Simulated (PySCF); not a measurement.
## How methods differ on the ionisation energy of Nb

Nb [Kr] 4d4 5s1 (6D) → Nb⁺ [Kr] 4d4 (5D), as a difference of total energies. Computed with PySCF 2.14 in x2c-TZVPPall, with the spin-free X2C one-electron Hamiltonian (Gaussian nucleus). Correlated levels: valence and next inner shell: [Ar] 3d10 frozen. The calculations carry no spin-orbit coupling.

| method | ionisation energy (eV) |
| --- | --- |
| UHF | 5.993 |
| MP2 (valence and next inner shell) | 6.766 |
| SCS-MP2 (valence and next inner shell) | 6.426 |
| CCSD (valence and next inner shell) | 6.683 |
| CCSD(T) (valence and next inner shell) | 6.745 |

**Question.** How much does correlation contribute at CCSD(T) (valence and next inner shell)?

**Answer.** 6.745 − (5.993) = 0.752 eV, measured against UHF.

Errors of the correlated levels include the incompleteness of this basis and the frozen core.

For comparison: 6.776 eV (measured; NIST levels, between the centres of gravity of the two terms).
